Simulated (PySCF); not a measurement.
C2H6N2OSi, SMILES C[Si@@H](N)OC#N. Atoms are numbered in the order given.

```xyz
12

C     -1.2723    -0.9743    -0.9712
Si    -0.2727     0.5404    -0.5992
N     -1.2388     1.9131    -0.3241
O      0.6103     0.1667     0.8697
C      1.3284    -0.8801     1.0200
N      1.9839    -1.8368     1.1752
H     -2.0396    -1.1349    -0.1963
H     -0.6302    -1.8695    -0.9933
H     -1.7786    -0.8871    -1.9449
H      0.7815     0.8755    -1.5882
H     -2.1063     1.8622     0.2004
H     -0.8434     2.8473    -0.2977
```
Charge 0, spin multiplicity 1.

Coordinates come from a r2SCAN-D4/def2-SVP optimisation. The structure was generated by enumeration; whether it is a known compound was not checked. Other conformers were not sampled.

Two levels are set side by side: PBE/pcSseg-1 (PySCF) and B3LYP/pcSseg-1 (PySCF). GIAO shifts against H2O (¹⁷O), NH3 (¹⁵N), TMS (²⁹Si), TMS (¹H), TMS (¹³C) at the same level; non-relativistic, no solvent, atoms listed together averaged. Differences are taken from unrounded values.

```
quantity              B3LYP
--------------------  -----
δ(¹³C) of C1 (ppm)     -2.8
δ(²⁹Si) of Si2 (ppm)   -3.6
δ(¹⁵N) of N3 (ppm)     38.4
δ(¹⁷O) of O4 (ppm)     85.9
δ(¹³C) of C5 (ppm)    116.6
δ(¹⁵N) of N6 (ppm)    189.2
δ(¹H) of H10 (ppm)     5.06
```

Q: What does PBE give, and how far is it from B3LYP? (The exact figures need the calculation; the answer reports its results.)

A: 
```json
[
 {"quantity": "δ(¹³C) of C1 (ppm)", "PBE": "-2.8", "PBE minus B3LYP": "0.0"},
 {"quantity": "δ(²⁹Si) of Si2 (ppm)", "PBE": "0.1", "PBE minus B3LYP": "3.7"},
 {"quantity": "δ(¹⁵N) of N3 (ppm)", "PBE": "42.7", "PBE minus B3LYP": "4.3"},
 {"quantity": "δ(¹⁷O) of O4 (ppm)", "PBE": "95.6", "PBE minus B3LYP": "9.7"},
 {"quantity": "δ(¹³C) of C5 (ppm)", "PBE": "112.9", "PBE minus B3LYP": "-3.7"},
 {"quantity": "δ(¹⁵N) of N6 (ppm)", "PBE": "184.6", "PBE minus B3LYP": "-4.6"},
 {"quantity": "δ(¹H) of H10 (ppm)", "PBE": "5.35", "PBE minus B3LYP": "0.28"}
]
```

Rough cost on one machine, each run with all the roots and properties that it gave: B3LYP against PBE within a factor of 2.
